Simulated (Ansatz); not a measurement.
# One arrangement of a pair

The pair of Li⁺ (SMILES [Li+], atom 1) and CH$_{2}$O (SMILES C=O, atoms 2–5), both closed shells, in one local arrangement (a lower one may exist), relaxed at PBE0-D4/def2-TZVP:

Li1  (-0.511, -0.025, -2.323)
C2  (0.132, 0.007, 0.602)
O3  (-0.128, -0.006, -0.581)
H4  (-0.662, 0.128, 1.351)
H5  (1.169, -0.103, 0.951)
(Å)

Program: Ansatz 0.2.0. Basis: def2-TZVPPD, with def2-QZVPPD for the basis limit. Cores are frozen in the correlated methods. The outer core shell of Li, Na, Mg and K is correlated. B3LYP uses VWN-RPA correlation. Extrapolation: Hartree–Fock as exp(−7.88 √X), correlation as X^−2.97. Interaction energies count from these two fragments, frozen as in the pair, with the counterpoise correction; negative means bound.

(1) What is the interaction energy by CCSD(T) at an estimated basis limit (MP2 extrapolated from triple and quadruple zeta, plus CCSD(T) − MP2 in triple zeta)? (To be estimated.)

(2) Which atoms make the shortest contact between the fragments?

No T1 diagnostic of these runs exceeds 0.018.

Results:

(1) Computed: -149.0 kJ/mol. Hartree–Fock alone gives -169.3 kJ/mol at the basis limit. It counts from the two fragments frozen as in the pair.

The same quantity by other methods in triple zeta, and each one's difference from that estimate:
```csv
method,E_int (kJ/mol),difference
PBE-D4,-149.0,-0.1
revPBE-D4,-144.7,4.2
BLYP-D4,-152.7,-3.8
r2SCAN-D4,-145.5,3.5
B97M-V,-147.7,1.3
PBE0-D4,-154.9,-5.9
B3LYP-D4,-158.4,-9.4
HSE06-D4,-154.8,-5.8
wB97X-V,-153.9,-4.9
wB97M-V,-153.5,-4.5
B2PLYP,-153.4,-4.5
HF,-167.0,-18.1
MP2,-142.7,6.3
CCSD,-147.7,1.2
CCSD(T),-144.4,4.5
```
Differences are method less estimate.

(2) Li1 and O3, 1.78 Å apart.

Basis-set superposition shift (counterpoise-corrected less uncorrected): CCSD(T) 1.4; MP2 1.3; HF 0.1; PBE0-D4 0.1; wB97M-V 0.2 kJ/mol.

For scale, one of the runs: CCSD(T)/def2-TZVPPD, 133 basis functions, launched by `ansatz run in.yaml --threads 2 --pin off --events-out ev --progress --plain --max-ram 5222MiB`. The run took 3.1 s on 2 CPU threads of an Intel Xeon 6975P-C (shared host), with 0.82 GiB of host memory at its peak.
